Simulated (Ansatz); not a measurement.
Consider the redistribution: `F[Si](F)(F)[SiH3]` + `O[SiH2][GaH][OH]` → `[OH][GaH][Si](F)(F)F` + `O[SiH2][SiH3]`.

Computed with Ansatz on PBE0-D4/def2-TZVP structures; ΔE is electronic, products minus reactants. CCSD(T)/CBS is the MP2 limit (def2-TZVPP, def2-QZVPP) plus CCSD(T) − MP2 in def2-TZVPP, frozen cores. DFT in def2-TZVPP. For Ga outer-core shells are correlated without core-valence functions, which leaves a few kJ/mol of doubt a bond. Scalar relativity is left out up to krypton. One conformer a species, not always the lowest.

`F[Si](F)(F)[SiH3]`:

Cartesian coordinates in Å:
```
F -1.994 1.004 -0.316
Si -1.061 -0.271 -0.245
F -1.173 -1.004 -1.643
F -1.686 -1.241 0.836
Si 1.141 0.292 0.264
H 1.656 1.199 -0.791
H 1.166 0.972 1.583
H 1.951 -0.950 0.312
```

`O[SiH2][GaH][OH]`:

Cartesian coordinates in Å:
```
O 0.142 -1.722 -0.733
Si -0.872 -1.020 0.364
Ga -0.018 1.225 0.450
O 1.332 1.026 -0.744
H 0.811 -1.116 -1.073
H -0.805 -1.729 1.672
H -2.285 -1.100 -0.099
H -0.184 2.646 1.092
H 1.880 1.790 -0.928
```

`[OH][GaH][Si](F)(F)F`:

```xyz
8

O     1.711   -1.577    0.086
Ga    1.149    0.069    0.473
Si   -1.106    0.580   -0.217
F    -1.780   -0.665   -0.934
F    -1.176    1.784   -1.246
F    -2.048    0.965    0.998
H     1.068   -2.128   -0.365
H     2.181    0.971    1.205
```

`O[SiH2][SiH3]`:

Z-matrix (Å, degrees):
```
Si
Si 1 2.347
O 1 1.654 2 112.4
H 1 1.484 2 110.6 3 117.6
H 1 1.493 2 108.5 3 -123.5
H 2 1.489 1 110.0 3 177.8
H 2 1.491 1 110.1 3 58.6
H 2 1.488 1 111.4 3 -61.5
H 3 0.958 1 117.6 2 -58.8
```

```
          level  ΔE (kJ/mol)
       PBE-QIDH          8.5
  HF/def2-TZVPP          4.0
CCSD/def2-TZVPP          7.5
 CCSD/CBS(def2)          9.4
```

(1) What does CCSD(T)/CBS give? (Best estimate.)

Largest T1 diagnostic among the species: 0.014.

Results:

(1) The calculation gave: +10.0 kJ/mol. The listed levels differ from it by -1.5, -6.0, -2.5, -0.6 kJ/mol.

In def2-TZVPP, CCSD(T) changes the Hartree–Fock value by +4.1 kJ/mol (the triples alone add +0.6 kJ/mol) and MP2 by +4.9 kJ/mol. Leaving LDA and LC-ωPBE aside and taking each functional with its dispersion term where it has one, the values, not all of them listed here, spread over 3.4 kJ/mol, from revPBE-D4 to r2SCANh-D4. LDA lies +7.7 kJ/mol from PBE without D4.
